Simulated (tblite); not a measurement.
Compound: C₅H₉NSi.
Atom-mapped SMILES: `[N:1]#[C:2][CH2:3][C@@H:4]1[CH2:5][CH2:6][SiH2:7]1` (hydrogens: H8, H9 on C3; H10 on C4; H11, H12 on C5; H13, H14 on C6; H15, H16 on Si7)

Geometry (GFN2-xTB, Å), atoms numbered from 1 in this order:
```xyz
16
C5H9NSi angstrom
N     -2.6582    1.3078    2.1651
C     -2.2421    0.7814    1.2390
C     -1.6858    0.1439    0.0769
C     -0.2092    0.5131   -0.0791
C      0.4743   -0.1345   -1.3029
C      1.7858   -0.6114   -0.6463
Si     1.0901   -0.2698    1.1037
H     -2.2579    0.4647   -0.8013
H     -1.7999   -0.9389    0.1841
H     -0.1329    1.6022   -0.1273
H     -0.1079   -0.9806   -1.6679
H      0.6240    0.5535   -2.1345
H      2.6270    0.0233   -0.9168
H      2.0583   -1.6319   -0.9038
H      0.6003   -1.4483    1.8195
H      1.8267    0.6344    1.9799
```

Method: GFN2-xTB as coded in tblite; computed harmonic values from a numerical Hessian at the method's own geometry, unscaled. Against measured fundamentals such values can be off by several per cent, at times by over 20. Modes of hydrogen on silicon can be 10 to 20 % off. One conformer, not necessarily the lowest.

Harmonic wavenumbers (cm⁻¹): 47.9, 68.9, 127.4, 249.4, 329.8, 384.8, 428.8, 450.4, 505.3, 562.7, 613.6, 664.3, 706.0, 756.6, 777.4, 869.5, 918.0, 981.1, 997.1, 1033.0, 1072.1, 1101.3, 1121.1, 1173.3, 1211.9, 1230.1, 1247.6, 1290.2, 1317.4, 1436.3, 1472.4, 1497.3, 2265.7, 2302.9, 2410.1, 2924.9, 2950.5, 2955.6, 2982.3, 2998.3, 3008.3, 3019.2.

A = 4576, B = 1338, C = 1104 MHz; mass 111.050 u (most abundant isotopes); point group C1, symmetry number 1.

What is the zero-point energy?

Half the sum of the wavenumbers: 27230 cm⁻¹ = 77.86 kcal/mol.

Entropy at 200 K, 1 bar (ideal gas, RRHO, classical rotation)?

Translation 38.07, rotation 27.06, vibration 13.68: S = 78.8 cal/(mol K).

And Cp and H(200 K) − H(0)?

Cp = 23.22 cal/(mol K), of which vibrations give 15.27 (their classical limit is 42 R = 83.5); H(200 K) − H(0) = 3.05 kcal/mol without the zero-point energy, 1.46 from vibrations.

What must be added to the electronic energy to get the Gibbs energy at 200 K and 1 bar?

ZPE + [H(200 K) − H(0)] − T·S = 77.86 + 3.05 − 15.76 = 65.15 kcal/mol.

How do the functions run with temperature in this model?

| T (K) | S (cal/(mol K)) | Cp (cal/(mol K)) | H − H(0) (kcal/mol) | G − H(0) (kcal/mol) | ln q(vib) |
| --- | --- | --- | --- | --- | --- |
| 100 | 66.0 | 15.0 | 1.16 | -5.44 | 1.38 |
| 300 | 90.0 | 32.4 | 5.84 | -21.16 | 5.09 |
| 500 | 110.5 | 48.2 | 13.99 | -41.24 | 9.06 |
| 800 | 136.6 | 63.0 | 30.86 | -78.43 | 15.01 |
| 1000 | 151.4 | 69.4 | 44.13 | -107.27 | 18.76 |

q(vib) and H(0) count from the zero-point level.

Which modes carry the vibrational entropy at 200 K?

47.9 cm⁻¹: 4.11; 68.9 cm⁻¹: 3.40; 127.4 cm⁻¹: 2.23; 249.4 cm⁻¹: 1.07; 329.8 cm⁻¹: 0.68; 384.8 cm⁻¹: 0.50 cal/(mol K); the other 36 give 1.69 together.

Blend soft modes into free rotors: weight 1/[1 + (100 cm⁻¹/ν̃)⁴] for the oscillator and the rest for a rotor with moment μB/(μ + B), μ = h/(8π²ν), B = 10⁻⁴⁴ kg m². What vibrational entropy results?

12.36 cal/(mol K) in place of 13.68, which changes −T·S at 200 K by +0.26 kcal/mol.

Hindered rotation and anharmonicity are outside this model. Other conformers, if any are populated, would add a mixing term that is left out. The structure is chiral; the term R ln 2 for an equal mix with its mirror image is left out.
